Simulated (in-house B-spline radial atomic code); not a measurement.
Computed with a B-spline radial atomic code. Model: two electrons, singlet ground state, non-relativistic, full CI in B-splines with partial waves to l = 8 (at full coupling up to 3e-4 hartree above the limit, correlation up to 0.6 % small), density held at that of full coupling by Lieb maximisation.

W(λ) is the mean repulsion in the state of coupling λ less the Hartree energy of the fixed density. Its start is exact exchange, its initial slope is twice the second-order Görling-Levy correlation energy, and its area from 0 to 1 is E_xc. A straight curve means weak, dynamic correlation, and a curve that drops fast and flattens means strong correlation.

Command:
```bash
python run_ac.py task.json out
```
Settings (lengths in bohr, energies in hartree):
```
potential              dot
strength               0.0367
lmax                   8
second                 -0.5
```

Cost of the run: 100 s on 1 thread of Intel(R) Xeon(R) Processor @ 2.30GHz, with other jobs on the host.

**W = mean repulsion less Hartree energy, and W of three functionals.**

Given: confinement charge in harmonic well; well frequency 0.0367 hartree; nuclear charge -0.5; external potential omega^2 r^2/2 - Z/r.

Computed: LDA exchange minus exact 10.334 millihartree; SCAN exchange minus exact -3.5174 millihartree.

```tsv
coupling	W xc (hartree)	W xc minus exchange (millihartree)	kinetic minus Kohn-Sham (millihartree)	LDA (PW92) W minus its exchange (millihartree)	PBE W minus its exchange (millihartree)	SCAN W minus its exchange (millihartree)
0	-0.095112	0	0	0	0	0
0.02	-0.097746	-2.634	0.03	-6.74	-3.2	-1.78
0.05	-0.10117	-6.062	0.14	-12.27	-6.67	-4.12
0.12	-0.10725	-12.138	0.65	-20.34	-12.45	-8.58
0.25	-0.11407	-18.959	1.86	-29.11	-19.38	-14.48
0.4	-0.11837	-23.261	3.23	-35.27	-24.55	-19.06
0.6	-0.12159	-26.482	4.81	-40.6	-29.17	-23.12
0.8	-0.12354	-28.426	6.16	-44.27	-32.41	-25.85
1	?	?	?	?	?	?
1.4	?	?	?	?	?	?
2	-0.12812	-33.003	11.94	-54.77	-41.9	-32.57
3	-0.12958	-34.469	15.54	-58.7	-45.52	-34.42
4.5	-0.13082	-35.711	20.11	-62.15	-48.73	-35.7
7	-0.13198	-36.867	26.61	-65.4	-51.75	-36.63
```

Q: What belongs in the row 1?

A: W xc (hartree): -0.12486; W xc minus exchange (millihartree): -29.746; kinetic minus Kohn-Sham (millihartree): 7.34; LDA (PW92) W minus its exchange (millihartree): -47.02; PBE W minus its exchange (millihartree): -34.87; SCAN W minus its exchange (millihartree): -27.8.

Q: What belongs in the row 1.4?

A: W xc (hartree): -0.12658; W xc minus exchange (millihartree): -31.468; kinetic minus Kohn-Sham (millihartree): 9.37; LDA (PW92) W minus its exchange (millihartree): -50.94; PBE W minus its exchange (millihartree): -38.41; SCAN W minus its exchange (millihartree): -30.37.

Q: What is the PBE exchange minus exact?

A: -0.77234 millihartree.

**Energy parts, natural occupations and partial-wave weights.**

Computed: total energy 0.3546 hartree; exchange energy -0.095112 hartree; correlation energy -0.022409 hartree; kinetic part over minus potential part 0.24667; Hartree energy 0.19022 hartree; Kohn-Sham kinetic 0.032932 hartree.

```
natural  occupation of the shell (electrons)
      s                               1.5177
      p                              0.47749
      s                            0.0026005
      d                            0.0021533
      s                                    ?
      p                           2.1462e-06
```

Q: What belongs in the row s?

A: occupation of the shell (electrons): 2.5178e-06.

```
wave      weight
   s     0.76017
   p     0.23875
   d   0.0010779
   f           ?
   g  5.6106e-07
```

Q: What belongs in the row f?

A: weight: 1.1952e-06.

Q: What is the kinetic part of the DFT correlation energy?

A: 0.0073374 hartree.

Q: What is the Lieb Oxford ratio E_xc over LDA exchange?

A: 1.3862.

Half-way to full coupling W has made 84 % of its drop, against 50 % for a straight line, and second-order (GL2) theory, half the initial slope, overshoots the correlation energy by about 209 %: correlation is strong. Over couplings 0 to 1 the errors in E_xc come to about -2.1 millihartree for LDA, -3.0 millihartree for PBE, -0.3 millihartree for SCAN, so SCAN is nearest. In LDA and SCAN the errors of exchange and correlation have opposite signs, so the sum is smaller than the larger of the two.
